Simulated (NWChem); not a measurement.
## Lowest excitation of Cl3In

```
In
Cl 1 2.3209
Cl 1 2.3209 2 120.00
Cl 1 2.3209 2 120.00 3 180.00
```
Charge 0, spin multiplicity 1.

Everything below was run with NWChem. Structure: optimised with PBE0/def2-SVP with def2 effective core potentials on In, a minimum by its harmonic frequencies.

Basis set: def2-SVP.

```csv
method,lowest vertical singlet excitation energy (eV),relative cost,difference from EOM-CCSD
CIS,6.83,1,+0.91
TD-PBE,4.10,under 3,-1.83
TDA-BHandHLYP,5.45,under 3,-0.48
EOM-CCSD,5.93,under 3,0.00
TD-B3LYP,4.58,under 3,-1.35
```

The values span 2.73 eV, from TD-PBE (lowest) to CIS (highest). The cost column gives rough processor time relative to CIS; each entry includes its own SCF.

Effective core potentials replace the inner electrons of In; spin-orbit coupling is left out. The correlated methods keep 19 core orbitals frozen. B3LYP has NWChem's definition, with VWN1-RPA local correlation. The structure started from a generated list of species. Coupled-cluster values serve here as a point of comparison, not as the truth.
